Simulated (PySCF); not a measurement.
C₃H₆AlFO, SMILES [OH][Al]([CH2]C=C)[F]. Atoms are numbered in the order given.

```xyz
12

Al     0.3864     0.5583     0.5353
C     -0.1229    -1.3193     0.4922
C     -1.1036    -1.3517    -0.6469
C     -0.8052    -1.5369    -1.9419
H     -0.5798    -1.6499     1.4369
H      0.7641    -1.9389     0.2841
H     -2.1481    -1.1421    -0.3810
H      0.2188    -1.7438    -2.2715
H     -1.5781    -1.4986    -2.7133
F      1.7658     1.0725    -0.2525
O     -0.6141     1.7064     1.2833
H     -0.4886     2.6595     1.2723
```
Charge 0, spin multiplicity 1.

Geometry: B3LYP-D3(BJ)/def2-SVP. Other conformers were not sampled.

Computed with PBE/pcSseg-1 (PySCF).

GIAO shieldings, no solvent; atoms listed in one row are averaged. δ = σ(ref) − σ: ¹³C against TMS (σ = 182.0 ppm); ¹H against TMS (σ = 31.49 ppm); ¹⁹F against CFCl3 (σ = 133.6 ppm); ¹⁷O against H2O (σ = 334.3 ppm), references at their B3LYP-D3(BJ)/def2-TZVP geometries, non-relativistic.

```tsv
nucleus	atoms	count	δ (ppm)
¹³C	C3	1	142.6
¹³C	C4	1	120.3
¹³C	C2	1	18.3
¹H	H7	1	6.51
¹H	H8	1	5.73
¹H	H9	1	5.47
¹H	H12	1	2.08
¹H	H6	1	2.08
¹H	H5	1	1.85
¹⁹F	F10	1	-195.1
¹⁷O	O11	1	40.3
```
